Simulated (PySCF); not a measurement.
# Exercise with solution: chemical shift, span and skew from a shielding tensor

C3H5ClOSi, SMILES C1OC=C[Si@H]1Cl. Atoms are numbered in the order given.

```xyz
11

Cl    -1.9451    -0.7399     0.6610
Si    -0.3663    -0.2802    -0.6250
C      1.2660    -0.9537    -0.1375
C      2.0336     0.0969     0.2462
O      1.6066     1.3696     0.1889
C      0.2781     1.5005    -0.3723
H     -0.8867    -0.5561    -1.9903
H      1.6477    -1.9725    -0.0598
H      3.0562     0.0391     0.6383
H     -0.3171     2.1180     0.3182
H      0.3751     2.0535    -1.3226
```

Geometry: r2SCAN-D4/def2-SVP. The structure was generated by enumeration; whether it is a known compound was not checked. The values are those of a single conformer.

GIAO shieldings from PBE0/pcSseg-1 (PySCF), non-relativistic, no solvent. The symmetric part of the tensor of C4 has the principal values -111.1, 36.3, 92.5 ppm. The same nucleus in TMS has σ = 186.3 ppm at this level (PySCF, at its B3LYP-D3(BJ)/def2-TZVP geometry). Without spin–orbit terms, shifts of atoms bonded to Cl or Br come out too high.

**Question.** Work out the isotropic shielding, the ¹³C shift against TMS, the span and the skew.

**Answer.** 
σ(iso) = (σ11 + σ22 + σ33)/3 = 5.9 ppm. δ = σ(ref) − σ(iso) = 186.3 − (5.9) = 180.4 ppm.
Span Ω = σ33 − σ11 = 203.6 ppm. Skew κ = 3(σ(iso) − σ22)/Ω = -0.45. Tumbling in solution averages the tensor to δ; in a static solid the shielding alone would spread this spin-1/2 line over Ω.
